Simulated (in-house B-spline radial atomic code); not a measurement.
Computed with a B-spline radial atomic code. Model: two electrons, singlet ground state, non-relativistic, full CI in B-splines with partial waves to l = 8 (at full coupling up to 3e-4 hartree above the limit, correlation up to 0.6 % small), density held at that of full coupling by Lieb maximisation.

W(λ) is the mean repulsion in the state of coupling λ less the Hartree energy of the fixed density. Its start is exact exchange, its initial slope is twice the second-order Görling-Levy correlation energy, and its area from 0 to 1 is E_xc. A straight curve means weak, dynamic correlation, and a curve that drops fast and flattens means strong correlation.

Command:
```bash
python run_ac.py task.json out
```
Settings (lengths in bohr, energies in hartree):
```
potential              ball
strength               1
lmax                   8
wall_radius            11.9
```

Time taken, with all properties: 4.4 s on 1 thread of Intel(R) Xeon(R) Processor @ 2.30GHz, with other jobs on the host.

**W = mean repulsion less Hartree energy, and W of three functionals.**

Given: confinement empty hard sphere; hard wall radius 11.9 bohr; external potential zero inside.

Computed: PBE exchange minus exact 2.9465 millihartree; SCAN exchange minus exact -4.4261 millihartree.

```csv
coupling,W xc (hartree),W xc minus exchange (millihartree),kinetic minus Kohn-Sham (millihartree),LDA (PW92) W minus its exchange (millihartree),PBE W minus its exchange (millihartree),SCAN W minus its exchange (millihartree)
0,-0.13201,0,0,0,0,0
0.02,-0.13453,-2.521,0.02,-7.47,-4.25,-1.88
0.05,-0.13794,-5.931,0.14,-13.88,-8.71,-4.43
0.12,-0.14444,-12.434,0.69,-23.63,-16.17,-9.48
0.25,?,?,?,?,?,?
0.4,-0.15869,-26.684,4.08,-43.04,-32.46,-22.63
0.6,-0.16361,-31.605,6.5,-50.45,-39,-28.3
0.8,-0.16677,-34.762,8.69,-55.68,-43.7,-32.35
1,-0.16898,-36.976,10.67,-59.65,-47.3,-35.37
1.4,-0.17193,-39.924,14.16,-65.4,-52.56,-39.53
2,-0.17459,-42.583,18.61,-71.1,-57.83,-43.27
3,-0.17713,-45.12,24.83,-77.01,-63.34,-46.57
4.5,?,?,?,?,?,?
7,-0.1812,-49.188,43.57,-87.3,-72.99,-50.69
10,-0.18254,-50.527,54.78,-90.8,-76.3,-51.64
```

**Question.** What belongs in the row 0.25?

**Answer.** W xc (hartree): -0.15273; W xc minus exchange (millihartree): -20.718; kinetic minus Kohn-Sham (millihartree): 2.18; LDA (PW92) W minus its exchange (millihartree): -34.8; PBE W minus its exchange (millihartree): -25.36; SCAN W minus its exchange (millihartree): -16.65.

**Question.** What belongs in the row 4.5?

**Answer.** W xc (hartree): -0.17925; W xc minus exchange (millihartree): -47.245; kinetic minus Kohn-Sham (millihartree): 32.64; LDA (PW92) W minus its exchange (millihartree): -82.29; PBE W minus its exchange (millihartree): -68.28; SCAN W minus its exchange (millihartree): -48.94.

**Question.** What is the LDA exchange minus exact?

**Answer.** 14.869 millihartree.

**Energy parts, natural occupations and partial-wave weights.**

Computed: total energy 0.1836 hartree; kinetic part of the DFT correlation energy 0.01067 hartree; kinetic part over minus potential part 0.28856; Hartree energy 0.26402 hartree; Kohn-Sham kinetic 0.077851 hartree; Lieb Oxford ratio E_xc over LDA exchange 1.3515.

```csv
natural,occupation of the shell (electrons)
s,1.6509
p,0.34517
s,0.0037543
p,5.4444e-05
d,?
d,2.3814e-05
```

**Question.** What belongs in the row d?

**Answer.** occupation of the shell (electrons): 4.0977e-05.

```csv
wave,weight
s,0.82734
p,?
d,3.3116e-05
f,1.0974e-05
g,3.6101e-06
```

**Question.** What belongs in the row p?

**Answer.** weight: 0.17261.

**Question.** What is the correlation energy?

**Answer.** -0.026306 hartree.

**Question.** What is the exchange energy?

**Answer.** -0.13201 hartree.

Half-way to full coupling W has made 79 % of its drop, against 50 % for a straight line, and second-order (GL2) theory, half the initial slope, overshoots the correlation energy by about 149 %: correlation is strong. Over couplings 0 to 1 the errors in E_xc come to about -1.8 millihartree for LDA, -3.6 millihartree for PBE, -1.5 millihartree for SCAN. In LDA and PBE and SCAN the errors of exchange and correlation have opposite signs, so the sum is smaller than the larger of the two.
